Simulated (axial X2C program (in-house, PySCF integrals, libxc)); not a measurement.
# Worked dissociation energy of PbO: PBE0, without spin–orbit coupling

All values were computed with an in-house all-electron X2C program for linear molecules (integrals from PySCF). Spin-free means the one-electron spin-free X2C Hamiltonian. Basis: Pb dyall-cv3z [12s14p10d7f1g], O dyall-av3z [7s6p3d2f] (cores contracted in-house); Gaussian nuclei, density fitting, unrestricted open shells. Masses: Pb 207.977 u, O 15.995 u.

Molecular state: M_S = 0, Λ = 0 (closed shell).

* E(Pb) (2M_S = 2, M_L = 0): -20885.978335 hartree
* E(O) (2M_S = 2, M_L = 0): -75.075790 hartree
* E(PbO) at Re: -20961.228116 hartree
* ωe: 787.8 cm⁻¹
* ωexe: 2.73 cm⁻¹

(1) Work out De and D0.

The state is a single determinant with fixed occupations, the lowest that a limited PBE0 search found. The closed shell is kept restricted, so the energy runs too high when the bond is stretched far. De is counted from the lowest determinant-based energies of the atoms at the same level, without counterpoise correction. Spin-free De lacks the spin–orbit lowering of the heavy p-block atom, a tenth of an eV or more for 4p and 5p, up to an eV for 6p and one to two eV for 7p atoms, less what an open-shell molecule gains itself.

Each atomic determinant is the lowest at this level and need not be a pure term. Totals compare only within one Hamiltonian and basis.

Answers

(1) De = -20885.978335 + (-75.075790) − (-20961.228116) = 0.17399 hartree = 4.735 eV. The zero-point energy is ωe/2 − ωexe/4 = 393 cm⁻¹ = 0.049 eV, so D0 = 4.686 eV.
